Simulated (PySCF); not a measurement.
**Computed properties of C5H9N, SMILES C(=C=CN)(C)C**

C5H9N, SMILES CC(C)=C=CN. Geometry optimised at ωB97X-D3(BJ)/def2-SVP. This is a generated structure with no PubChem entry under its InChIKey; it may be hypothetical. The values are those of a single conformer. All values are computed for the isolated molecule unless a solvent is named; none is compared with measurement here.

**Structure.** All 39 harmonic modes at ωB97X-D3(BJ)/def2-SVP (PySCF) are real, so it is a minimum. With heavy atoms numbered as in [CH3:1][C:2]([CH3:3])=[C:4]=[CH:5][NH2:6], the shortest bond between them is C2–C4 at 1.317 Å and the longest C2–C3 at 1.514 Å.

**Vibrations.** The strongest infrared lines (harmonic, unscaled, degenerate partners summed) lie at 700 cm⁻¹ (308 km/mol, H 71 %, N 26 %), 1217 cm⁻¹ (78 km/mol, H 49 %, C 40 %, N 11 %), 2124 cm⁻¹ (62 km/mol, C 99 %). The softest mode is at 118 cm⁻¹ and the zero-point energy is 82.2 kcal/mol.

**Electronic structure.** M06-2X/def2-TZVP (PySCF) places the frontier levels at -7.07 and 1.14 eV, a gap of 8.21 eV, and gives a dipole moment of 1.13 D and a mean polarisability of 74.7 bohr³. PBE/def2-TZVP (PySCF) at the same geometry gives -4.67 and -0.56 eV, so its gap is 4.10 eV narrower. An orbital gap is neither the optical nor the fundamental gap.

**Excitations.** TDA-PBE0/def2-SVPD (PySCF) has S1 at 4.62 eV (268 nm, f = 0.000, dark); the most intense of the 10 singlets computed lies at 7.39 eV (f = 0.50). T1 (TDA) is at 4.14 eV, 0.48 eV under S1. TDA-PBE/def2-SVPD (PySCF) puts S1 at 4.20 eV. No vertical singlet excitation falls in the visible range (under 3.1 eV).

**NMR.** GIAO shifts at HF/pcSseg-1 (PySCF) (non-relativistic, atoms alike by connectivity averaged): ¹³C from 25.6 to 209.9 ppm against TMS; ¹H from 1.8 to 6.3 ppm against TMS.
